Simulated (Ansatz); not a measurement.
`FBN([SiH3])[SiH3]` → `FBN[SiH3]` + `[SiH2]`  (silylene loss)

Calculated with Ansatz (gas phase, PBE0-D4/def2-TZVP geometries, no zero-point term in ΔE). CCSD(T)/CBS is the MP2 limit (def2-TZVPP, def2-QZVPP) plus CCSD(T) − MP2 in def2-TZVPP, frozen cores. This one scheme is used for every species. Functionals use def2-TZVPP. One conformer a species, not always the lowest.

`FBN([SiH3])[SiH3]`:

Z-matrix (Å, degrees):
```
Si
N 1 1.749
H 1 1.485 2 109.9
H 1 1.482 2 108.6 3 -120.4
H 1 1.485 2 109.9 3 119.1
B 2 1.409 1 121.5 3 119.9
Si 2 1.759 1 119.3 3 -60.0
F 6 1.339 2 118.6 1 -179.9
H 6 1.196 2 123.5 1 0.0
H 7 1.486 2 106.0 1 -0.0
H 7 1.482 2 110.9 1 -118.7
H 7 1.482 2 110.9 1 118.7
```

`FBN[SiH3]`:

```xyz
9

F    -1.410    0.739    1.367
B    -0.460    1.342    0.643
N     0.335    0.552   -0.195
Si    0.218   -1.181   -0.402
H    -0.330    2.527    0.743
H     1.042    1.033   -0.729
H     0.459   -1.887    0.880
H    -1.117   -1.566   -0.922
H     1.264   -1.559   -1.385
```

`[SiH2]`:

Z-matrix (Å, degrees):
```
Si
H 1 1.525
H 1 1.525 2 91.2
```

CCSD(T)/CBS gives +67.5 kcal/mol.

Question: Another level gave +63.5 kcal/mol. Which?
A. LDA (SPW92)/def2-TZVPP
B. PBE/def2-TZVPP
C. r2SCANh-D4/def2-TZVPP
D. PBE-D4/def2-TZVPP

Answer: B. PBE 63.5, r2SCANh-D4 71.5, PBE-D4 66.1, LDA (SPW92) 72.7 kcal/mol.

Largest T1 diagnostic among the species: 0.014.

From PBE to PBE0 (25 % exact exchange), in def2-TZVPP and without D4, ΔE moves by +2.9 kcal/mol. In def2-TZVPP, CCSD(T) changes the Hartree–Fock value by +3.2 kcal/mol (the triples alone add +1.2 kcal/mol) and MP2 by +8.5 kcal/mol. The D4 term adds +4.2 kcal/mol with B3LYP and +2.3 kcal/mol with PBE0; it sums over pairs of atoms, weighted by their polarisabilities, and B3LYP, whose exchange is more repulsive, gets the larger term.

B3LYP here is the variant with VWN-RPA as its local correlation; programs differ in this.
